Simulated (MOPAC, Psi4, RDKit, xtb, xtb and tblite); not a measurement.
Two geometries of C9H12O, SMILES c1cc(C(C)C)ccc1O, relaxed at GFN2-xTB with one dihedral held; other torsions can differ between them too.

Structure A

```
22

C     -2.2030    -0.9897    -0.8729
C     -1.5464     0.3636    -0.5782
C     -2.1949     1.0152     0.6406
C     -0.0539     0.1701    -0.4442
C      0.7176     0.0698    -1.5959
C      2.0794    -0.1554    -1.5333
C      2.7043    -0.2919    -0.3004
O      4.0444    -0.5128    -0.1849
C      1.9440    -0.2014     0.8591
C      0.5830     0.0224     0.7815
H     -1.7813    -1.4324    -1.7721
H     -2.0363    -1.6750    -0.0443
H     -3.2750    -0.8693    -1.0136
H     -1.7182     1.0170    -1.4426
H     -2.1976     0.3380     1.4913
H     -3.2277     1.2726     0.4150
H     -1.6660     1.9246     0.9165
H      0.2466     0.1781    -2.5630
H      2.6617    -0.2255    -2.4434
H      4.4428    -0.5531    -1.0624
H      2.4368    -0.3109     1.8122
H      0.0185     0.0836     1.6983
```

Structure B

```
22

C     -2.2907    -0.9807    -0.8911
C     -1.5505     0.3292    -0.5990
C     -2.1915     1.0110     0.6093
C     -0.0587     0.1027    -0.4420
C      0.6956     0.7589     0.5220
C      2.0627     0.5678     0.6240
C      2.7200    -0.2818    -0.2528
O      4.0635    -0.5019    -0.1893
C      1.9845    -0.9283    -1.2395
C      0.6225    -0.7286    -1.3290
H     -1.9948    -1.4087    -1.8438
H     -2.0899    -1.7086    -0.1077
H     -3.3631    -0.8007    -0.9269
H     -1.6867     0.9896    -1.4674
H     -2.0133     0.4335     1.5138
H     -3.2664     1.0871     0.4590
H     -1.8055     2.0176     0.7483
H      0.2272     1.4281     1.2252
H      2.6229     1.0883     1.3909
H      4.4417     0.0118     0.5343
H      2.4985    -1.5789    -1.9291
H      0.0866    -1.2326    -2.1178
```

Problem. Which is lower in energy at the level PBE0-D3(BJ)/def2-SVP // GFN2-xTB (Psi4 1.11), and by how much?

Solution. A is lower, by 1.33 kcal/mol (dihedral C1–C2–C4–C5: 80° in A, -140° in B).

E(B) − E(A) in kcal/mol at the other levels, on the same two geometries: GFN2-xTB (xtb and tblite) 1.97; MMFF94 // GFN2-xTB (RDKit) 2.20; PBE0/def2-SVP // GFN2-xTB (Psi4) 1.30; PBE/def2-SVP // GFN2-xTB (Psi4) 1.27; PBE-D3(BJ)/def2-SVP // GFN2-xTB (Psi4) 1.28; UFF // GFN2-xTB (RDKit) 4.73; PM3, restricted, heats of formation // GFN2-xTB (MOPAC) 1.50; PM7, restricted, heats of formation // GFN2-xTB (MOPAC) 1.40; GFN1-xTB // GFN2-xTB (xtb) 1.64.
